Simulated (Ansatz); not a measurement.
`[CH3][Ga]([CH3])[CH]=O` at its PBE0-D4/def2-TZVP geometry, where that method's forces vanish. Total charge 0; spin multiplicity 1.

| atom | x (Å) | y (Å) | z (Å) |
| --- | --- | --- | --- |
| C1 | -0.481 | -1.869 | -0.076 |
| Ga2 | -0.112 | 0.064 | -0.040 |
| C3 | 1.433 | 0.936 | -0.893 |
| C4 | -1.268 | 1.206 | 1.168 |
| O5 | -0.857 | 1.274 | 2.307 |
| H6 | 0.290 | -2.428 | -0.608 |
| H7 | -1.445 | -2.065 | -0.553 |
| H8 | -0.547 | -2.249 | 0.947 |
| H9 | 1.979 | 1.526 | -0.151 |
| H10 | 2.117 | 0.217 | -1.344 |
| H11 | 1.097 | 1.630 | -1.669 |
| H12 | -2.207 | 1.758 | 0.912 |

Q: For each bond, give half the difference of the two atoms' forces along it (eV/Å; positive pushes the atoms apart) under PBE-D4, r2SCAN-D4, B3LYP-D4, ωB97M-V in def2-TZVPP. (An estimate is asked.)

A: Computed: 
```json
{"bond": "C1–Ga2", "length (Å)": "1.968", "PBE-D4": "0.01", "r2SCAN-D4": "0.01", "B3LYP-D4": "0.12", "ωB97M-V": "0.00"}
{"bond": "C1–H6", "length (Å)": "1.091", "PBE-D4": "0.09", "r2SCAN-D4": "-0.02", "B3LYP-D4": "-0.07", "ωB97M-V": "-0.04"}
{"bond": "C1–H7", "length (Å)": "1.093", "PBE-D4": "0.12", "r2SCAN-D4": "0.00", "B3LYP-D4": "-0.06", "ωB97M-V": "-0.05"}
{"bond": "C1–H8", "length (Å)": "1.093", "PBE-D4": "0.10", "r2SCAN-D4": "-0.01", "B3LYP-D4": "-0.07", "ωB97M-V": "-0.04"}
{"bond": "Ga2–C3", "length (Å)": "1.968", "PBE-D4": "0.02", "r2SCAN-D4": "0.01", "B3LYP-D4": "0.13", "ωB97M-V": "0.01"}
{"bond": "Ga2–C4", "length (Å)": "2.025", "PBE-D4": "-0.20", "r2SCAN-D4": "-0.11", "B3LYP-D4": "0.01", "ωB97M-V": "-0.05"}
{"bond": "C3–H9", "length (Å)": "1.093", "PBE-D4": "0.10", "r2SCAN-D4": "-0.01", "B3LYP-D4": "-0.07", "ωB97M-V": "-0.04"}
{"bond": "C3–H10", "length (Å)": "1.091", "PBE-D4": "0.09", "r2SCAN-D4": "-0.02", "B3LYP-D4": "-0.07", "ωB97M-V": "-0.04"}
{"bond": "C3–H11", "length (Å)": "1.094", "PBE-D4": "0.12", "r2SCAN-D4": "0.00", "B3LYP-D4": "-0.06", "ωB97M-V": "-0.05"}
{"bond": "C4–O5", "length (Å)": "1.213", "PBE-D4": "0.93", "r2SCAN-D4": "0.39", "B3LYP-D4": "0.27", "ωB97M-V": "0.26"}
{"bond": "C4–H12", "length (Å)": "1.119", "PBE-D4": "-0.02", "r2SCAN-D4": "-0.03", "B3LYP-D4": "-0.14", "ωB97M-V": "-0.15"}
```

B3LYP here is the variant with VWN-RPA as its local correlation; programs differ in this.
